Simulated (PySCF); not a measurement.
AuCl (SMILES [Cl][Au]), singlet, geometry from GFN2-xTB (such geometries of metal compounds can be far from the true shape) (core potentials on Au); DF-B3LYP/def2-QZVPP in PySCF.

Input for PySCF:
```python
from pyscf import gto, scf, dft

mol = gto.Mole()
mol.atom = '''
    Au   -0.00000000   -0.00000000   -0.39608010
    Cl    0.00000000    0.00000000    1.84060754
'''
mol.basis = 'def2-qzvpp'
mol.ecp = {'Au': 'def2-qzvpp'}
mol.verbose = 3
mol.build()

mf = dft.RKS(mol)
mf.xc = 'b3lyp'
mf = mf.density_fit(auxbasis='def2-universal-jkfit')
mf.kernel()
mf.analyze()
```

### Question
Predict the main parts of the log of this PySCF run.

### Answer

```
converged SCF energy = -596.042767216247
**** MO energy ****
MO #1   energy= -101.517450152305  occ= 2
MO #2   energy= -9.44676556670844  occ= 2
MO #3   energy= -7.20853376108076  occ= 2
MO #4   energy= -7.2005799000876   occ= 2
MO #5   energy= -7.20057990008758  occ= 2
MO #6   energy= -4.18866326599908  occ= 2
MO #7   energy= -2.37649092923152  occ= 2
MO #8   energy= -2.35998063692041  occ= 2
MO #9   energy= -2.35998063692022  occ= 2
MO #10  energy= -0.795684916888391 occ= 2
MO #11  energy= -0.420034842324368 occ= 2
MO #12  energy= -0.377460558894686 occ= 2
MO #13  energy= -0.377460558894502 occ= 2
MO #14  energy= -0.338028632352564 occ= 2
MO #15  energy= -0.338028248273923 occ= 2
MO #16  energy= -0.30253543137943  occ= 2
MO #17  energy= -0.288212275108867 occ= 2
MO #18  energy= -0.288212275108799 occ= 2
MO #19  energy= -0.153091099830775 occ= 0
MO #20  energy= -0.0170471305218583 occ= 0
MO #21  energy= -0.0170471305218106 occ= 0
MO #22  energy= 0.015980479466556  occ= 0
MO #23  energy= 0.0537139426718498 occ= 0
MO #24  energy= 0.0812624277431468 occ= 0
MO #25  energy= 0.0812624277432057 occ= 0
MO #26  energy= 0.135204653722387  occ= 0
Dipole moment(X, Y, Z, Debye):  0.00000,  0.00000, -3.56945
```
